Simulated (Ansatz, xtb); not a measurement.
## Two isomers of CH4F3NSn

We compare X, `C[NH][Sn]([F])([F])[F]`, a singlet, with Y, `N[CH2][Sn]([F])([F])[F]`, a singlet. Both are isolated molecules in the gas phase, relaxed with PBE0-D4/def2-SVP; the shapes shown needn't be the lowest conformers.

X (Å):

```xyz
10

C    -1.6496    1.2403   -0.4131
F    -0.2357    0.8278    3.8983
F     1.3638    0.4781    1.2528
F    -0.5591   -1.6709    2.2315
N    -1.6908    1.2669    1.0402
Sn   -0.3454    0.2332    2.0826
H    -2.1736    2.1252   -0.8095
H    -2.1012    0.3420   -0.8717
H    -0.6067    1.3070   -0.7565
H    -2.6299    1.2197    1.4270
```

Y (Å):

```yaml
atoms:
  - { symbol: C, position_ang: [-1.4411, 1.4528, 0.2640] }
  - { symbol: F, position_ang: [1.1516, 0.9732, 2.6846] }
  - { symbol: F, position_ang: [1.5200, -0.6390, 0.1331] }
  - { symbol: F, position_ang: [-0.8337, -1.2235, 1.9952] }
  - { symbol: N, position_ang: [-2.7163, 1.1843, 0.7971] }
  - { symbol: Sn, position_ang: [0.1653, 0.2334, 1.1974] }
  - { symbol: H, position_ang: [-2.8453, 1.4902, 1.7564] }
  - { symbol: H, position_ang: [-3.0122, 0.2163, 0.7118] }
  - { symbol: H, position_ang: [-1.1409, 2.4998, 0.4026] }
  - { symbol: H, position_ang: [-1.3724, 1.2049, -0.8043] }
```

Q: Estimate which is lower in electronic energy at CCSD(T)/def2-SVP + ΔMP2/def2-TZVPP, and by roughly how much.

A: CCSD(T)/def2-SVP + ΔMP2/def2-TZVPP gives E(Y) − E(X) = +0.58 kcal/mol, slightly favouring structure X, which is too small a margin to settle the true order.

How the difference moves with the method:

```csv
level,geometry,E(Y) − E(X) (kcal/mol),departure from the last row (kcal/mol),"job, with rough time for the two"
PBE0-D4/def2-SVP,PBE0-D4/def2-SVP,−4.24,−4.83,"optimisation, 82 s"
HF/def2-SVP,PBE0-D4/def2-SVP,+2.58,+2.00,part of the CCSD(T) run
MP2/def2-SVP,PBE0-D4/def2-SVP,+3.52,+2.94,part of the CCSD(T) run
CCSD(T)/def2-SVP,PBE0-D4/def2-SVP,+2.64,+2.06,single point
CCSD(T)/def2-SVP + ΔMP2/def2-TZVPP,PBE0-D4/def2-SVP,+0.58,,"single point, 75 s"
```

As drawn, Y has 1 C–Sn, 1 N–H in place of 1 N–Sn, 1 C–H.

The largest departure from CCSD(T)/def2-SVP + ΔMP2/def2-TZVPP is that of PBE0-D4/def2-SVP, 4.83 kcal/mol. Levels run at GFN2-xTB geometries aren't shown. The last row adds to CCSD(T) the change of the MP2 difference between the two basis sets, here −2.06 kcal/mol.

With thermal terms from frequencies at re-optimised GFN2-xTB minima (ideal gas, soft modes damped towards free rotors, one conformer each, 298.15 K, 1 atm): on the last row, ΔE + ΔZPE = +2.45, ΔH = +2.02, ΔG = +2.86 kcal/mol.

The correlated steps freeze 9 core orbitals; the filled d shell of Sn is correlated, in a basis made for valence electrons. Atoms past krypton carry core potentials in the def2 sets and no spin–orbit term is included. Codes used: Ansatz 0.2.0, xtb 6.7.1; the last row on 2 threads of Arm Neoverse V2 on a shared host.
